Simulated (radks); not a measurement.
Results of a calculation; reference values are marked as such.
Problem. Radial electron density D(r) = 4 pi r^2 rho(r) of an atom or ion with 58 electrons. Level of theory: scalar-relativistic Kohn-Sham, LDA (Slater exchange, VWN5 correlation), spin-polarised, spherical densities, finite nucleus; Fermi nuclear charge, rms radius of each element as measured or else 0.836 A^(1/3) + 0.57 fm (a radial shooting solver on a logarithmic mesh with Libxc functionals).

```
   r/bohr * D(r) (the largest magnitude, 111, reaches the edge; | marks zero)
 0.001403 |  *
 0.001856 |    *
 0.002456 |       *
 0.003275 |           *
 0.004334 |                *
  0.00578 |                       *
 0.007648 |                              *
  0.01012 |                                    *
   0.0135 |                                        *
  0.01786 |                                        *
  0.02363 |                                     *
  0.03151 |                                    *
   0.0417 |                                         *
  0.05517 |                                                   *
  0.07358 |                                                      *
  0.09736 |                                              *
   0.1299 |                                        *
   0.1718 |                                              *
   0.2273 |                                            *
   0.3032 |                         *
   0.4012 |                   *
   0.5308 |                      *
    0.708 |                *
   0.9368 |       *
    1.239 |    *
    1.653 |  *
    2.187 |*
    2.917 *
     3.86 *
```

What is the nuclear charge?

Solution. Z = 63. The innermost maximum, from 1s, lies near gamma/Z bohr with gamma = sqrt(1 - (Z/c)^2) = 0.888, here 0.0141 bohr (found: 0.0155), and its height grows with Z. The density is that of the europium ion Eu5+ in [Kr] 4d10 4f5 5s2 5p5; the configuration itself is not fixed sharply by these data, and Z only to a few units. D(r) has 4 maxima, at r = 0.0155, 0.0690, 0.192, 0.527 bohr, and minima at 0.0296, 0.127, 0.379 bohr, inside which lie 1.93, 11.18, 29.21 electrons.
